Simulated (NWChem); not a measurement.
A series in which one site is exchanged, each optimised at PBE0/def2-SVP with NWChem, gas phase unless a solvent is named. This build's default masses of Se (78.918 u) and Br (79.917 u) are each other's, which moves their modes by up to 0.6 %. Shieldings are non-relativistic GIAO values without spin-orbit effects.

A: [GaH2][SeH] (GaH3Se; site = Ga)
B: [SeH]B (BH3Se; site = B)
C: [AlH2][SeH] (AlH₃Se; site = Al)

Values for A:

| Property | Result |
|---|---|
| highest harmonic frequency (cm⁻¹), PBE0/def2-SVP | 2462 |
| static polarisability, B3LYP/def2-SVPD (bohr³) | 63.0 |
| Se absolute shielding, PBE0/pcSseg-1 (ppm) | 1849.5 |

Task: How do these values change for the other members?

Result: 
```tsv
change from A	B	C
highest harmonic frequency (cm⁻¹), PBE0/def2-SVP	+267	-4
static polarisability, B3LYP/def2-SVPD (bohr³)	-17.6	-1.8
Se absolute shielding, PBE0/pcSseg-1 (ppm)	-319.7	+112.6
```
